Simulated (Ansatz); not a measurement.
Cartesian coordinates (Å):
SMILES: [NH2][In]([NH2])[Cl]
```xyz
8

N     -1.7559    -0.5208     0.1083
In    -0.0071     0.4465     0.0912
N      1.8429    -0.3101     0.1206
Cl    -0.1447     2.7558     0.4052
H     -2.5863     0.0202    -0.0749
H     -1.8275    -1.4321    -0.3153
H      2.6045     0.3251    -0.0594
H      2.0223    -1.2053    -0.3054
```
Charge 0, multiplicity 1.

The numbers are results of frozen-core CCSD(T)/def2-TZVPP // CAM-B3LYP-D3(BJ)/def2-TZVP in Ansatz (a program for electronic structure), not measurements.

```json
{
 "HF energy": "-760.07359 Ha",
 "MP2 correlation energy": "-0.90761 Ha"
}
```

Q: Estimate the CCSD correlation energy, the (T) correction, the total energy and the T1 diagnostic.

A: 
The CCSD correlation energy is -0.92826 Ha and the (T) correction is -0.03524 Ha. The CCSD(T) total energy is -761.03709 Ha and the T1 diagnostic is 0.014.
